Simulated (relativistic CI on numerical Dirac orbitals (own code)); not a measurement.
**Kr³⁺: calculation against measurement**

Calculated at this level of theory: Dirac-Coulomb-Breit CI, KLI orbitals optimised for each configuration, QED by a radiative potential, valence Slater integrals scaled by 0.85, configuration energies shifted to the measured levels that pair with them (semi-empirical) (own radial code, finite nucleus).

Configurations in the expansion (outside the closed core [Ar] 3d10): 4s2 4p3, 4s 4p4, 4s2 4p2 4d, 4s2 4p2 5s, 4s2 4p2 5p, 4s2 4p2 5d, 4s2 4p2 6s, 4p5, 4s2 4p 4d2, 4s2 4p2 4f, 4s 4p3 4d, 4s 4p3 4f, 4s2 4p 4f2, 4p3 4d2, 4s2 4p2 6p, 4s2 4p2 5f, 4s2 4p2 6d, 4s2 4p2 5g, 4s 4p3 5s, 4s2 4p2 6f, 4p4 4d, 4s2 4p 4d 4f, 4s 4p2 4d2, 4s 4p3 5p, 4s2 4p 4d 5s, 4s 4p2 5s 5p, 4s 4p3 5d, 4p3 4f2, 4s 4p3 6s, 4s2 4p 5s2. Levels of other configurations are missing.

| Configuration | Term (tabulated) | J | Measured (cm⁻¹) | Computed | Error | Purity (%) |
| --- | --- | --- | --- | --- | --- | --- |
| 4s2 4p3 | 4S° | 3/2 | 0.0 | 0 | 0 | 95 |
| 4s2 4p3 | 2D° | 3/2 | 17037.6 | 16930 | -108 | 87 |
| 4s2 4p3 | 2D° | 5/2 | 18700.3 | 18626 | -75 | 97 |
| 4s2 4p3 | 2P° | 1/2 | 31056.4 | 30006 | -1050 | 97 |
| 4s2 4p3 | 2P° | 3/2 | 33405.6 | 32344 | -1061 | 84 |
| 4s 4p4 | 4P | 5/2 | 118761.5 | 118829 | 68 | 88 |
| 4s 4p4 | 4P | 3/2 | 122426.5 | 122359 | -67 | 88 |
| 4s 4p4 | 4P | 1/2 | 124109.7 | 123981 | -128 | 87 |
| 4s 4p4 | 2D | 3/2 | 145772.8 | 146380 | 607 | 74 |
| 4s 4p4 | 2D | 5/2 | 146644.7 | 147231 | 586 | 75 |
| 4s2 4p2 4d | 2P | 3/2 | 163445.1 | 163869 | 424 | 61 |
| 4s2 4p2 4d | 4F | 3/2 | 172724.0 | 172970 | 246 | 92 |
| 4s 4p4 | 2S | 1/2 | 173952.1 | 172542 | -1410 | 58 |
| 4s2 4p2 4d | 4F | 5/2 | 174105.7 | 174256 | 150 | 87 |
| 4s2 4p2 4d | 4F | 7/2 | 176231.0 | 176327 | 96 | 88 |
| 4s2 4p2 4d | 4F | 9/2 | 178877.0 | 179021 | 144 | 95 |
| 4s2 4p2 4d | 2F | 5/2 | 179228.3 | 179139 | -89 | 57 |
| 4s2 4p2 4d | 4D † | 1/2 | 180686.7 | 179770 | -916 | 94 |
| 4s2 4p2 4d | 4D † | 7/2 | 180764.4 | 180334 | -431 | 55 |
| 4s2 4p2 4d | 4D † | 3/2 | 181000.5 | 180096 | -904 | 91 |
| 4s2 4p2 4d | 2F | 7/2 | 186565.6 | 186193 | -373 | 61 |
| 4s2 4p2 4d | 4P | 5/2 | 201424.2 | 201513 | 88 | 79 |
| 4s2 4p2 5s | 4P | 1/2 | 202373.3 | 200277 | -2096 | 84 |
| 4s2 4p2 4d | 4P | 1/2 | 204735.4 | 204764 | 28 | 74 |
| 4s2 4p2 5s | 4P | 5/2 | 208064.1 | 207756 | -308 | 84 |
| 4s2 4p2 5s | 2P | 1/2 | 208920.0 | 207678 | -1242 | 82 |
| 4s2 4p2 5s | 2P | 3/2 | 211685.5 | 212004 | 319 | 77 |
| 4s2 4p2 4d | 2D | 5/2 | 211860.3 | 211105 | -756 | 87 |
| 4s2 4p2 4d | 2D | 5/2 | 217416.6 | 217270 | -146 | 60 |
| 4s2 4p2 4d | 2F | 5/2 | 219988.5 | 220019 | 30 | 77 |
| 4s2 4p2 4d | 2F | 7/2 | 221184.5 | 221086 | -98 | 92 |
| 4s2 4p2 5s | 2D | 3/2 | 223033.6 | 223552 | 518 | 61 |
| 4s2 4p2 5s | 2D | 5/2 | 223313.0 | 223736 | 423 | 70 |
| 4s2 4p2 4d | 2D | 5/2 | 231940.0 | 231942 | 2 | 79 |
| 4s2 4p2 5p | 4D° | 1/2 | 237445.1 | 237344 | -101 | 66 |
| 4s2 4p2 5p | 4D° | 3/2 | 238269.4 | 238048 | -221 | 82 |
| 4s2 4p2 5p | 4D° | 5/2 | 241241.6 | 240995 | -246 | 90 |
| 4s2 4p2 5p | 4P° | 1/2 | 243567.2 | 243247 | -320 | 88 |
| 4s2 4p2 5p | 2D° | 3/2 | 243898.8 | 243844 | -55 | 60 |
| 4s2 4p2 5p | 4D° | 7/2 | 244443.6 | 244269 | -175 | 93 |
| 4s2 4p2 5p | 2P° | 3/2 | 250173.8 | 250219 | 46 | 86 |
| 4s2 4p2 5p | 2P° | 1/2 | 250896.7 | 250851 | -46 | 87 |
| 4s2 4p2 5p | 2F° | 5/2 | 257142.7 | 257856 | 713 | 61 |
| 4s2 4p2 5p | 2D° | 3/2 | 258355.4 | 258930 | 574 | 77 |
| 4s2 4p2 5p | 2F° | 7/2 | 258509.6 | 259227 | 718 | 93 |
| 4s2 4p2 5p | 2P° | 1/2 | 263160.1 | 263710 | 550 | 97 |
| 4s2 4p2 5p | 2P° | 3/2 | 265447.4 | 265920 | 473 | 83 |
| 4s2 4p2 5p | 2P° | 3/2 | 278967.3 | 280073 | 1106 | 95 |
| 4s2 4p2 5d | 4F | 3/2 | 290606.4 | 290629 | 22 | 75 |
| 4s2 4p2 5d | 4F | 7/2 | 294367.2 | 294334 | -33 | 73 |
| 4s2 4p2 5d | 4D | 1/2 | 295268.2 | 295103 | -165 | 82 |
| 4s2 4p2 6s | 4P | 1/2 | 296713.3 | 296713 | 0 | 81 |
| 4s2 4p2 5d | 2F | 5/2 | 296954.4 | 297796 | 842 | 81 |
| 4s2 4p2 5d | 4D | 7/2 | 298052.4 | 298052 | 0 | 57 |

Measured levels from Saloman, J. Phys. Chem. Ref. Data 36, 215 (2007); pairs were made by configuration, J and term (by order where the table uses no LS term), so strongly mixed levels may be paired wrongly.

Mean error by configuration (cm⁻¹): 4s2 4p3 -574; 4s 4p4 -57; 4s2 4p2 4d -18; 4s2 4p2 5s -398; 4s2 4p2 5p 215; 4s2 4p2 5d 133; 4s2 4p2 6s 0. Over the excited levels the mean absolute error is 383 cm⁻¹ (53 of the 69 excited levels that our extract of the source holds in range could be paired, and the others can miss by more), and the median relative error of those above 1,000 cm⁻¹ is 0.12 %, both after the shifts were fitted to these levels, so that a configuration with one level shows no error. † marks terms whose computed intervals miss the measured ones by more than a factor of 2.5, or configurations far off the rest, from wrong mixing, a near crossing or a doubtful label or measurement; they are left out of the means.

Configurations whose levels could be paired with our table of measured levels were shifted onto them, all but the ground configuration, by the median error of their levels; single terms can still be off by 1,000 to 2,000 cm⁻¹ or more, and rates follow the energies as ν³ (E1, M1) or ν⁵ (E2). The others borrow a shift and can be off by several thousand cm⁻¹ or more. The fine structure of a lone outer electron comes out too small, for d and f at times inverted, and misplaced configurations move strength between like terms. 53 of the 69 excited levels that our extract of the measured tables holds in this range could be paired (the sources list more); they are missed by 404 cm⁻¹ on average and 2096 at most, after the shifts were fitted to these levels, and levels without a partner can miss by more.

Shifts applied (cm⁻¹): 4s2 4p3 0; 4s 4p4 -1519; 4s2 4p2 4d -2920; 4s2 4p2 5s -10838; 4s2 4p2 5p -10130; 4s2 4p2 5d -9884; 4s2 4p2 6s -9583.
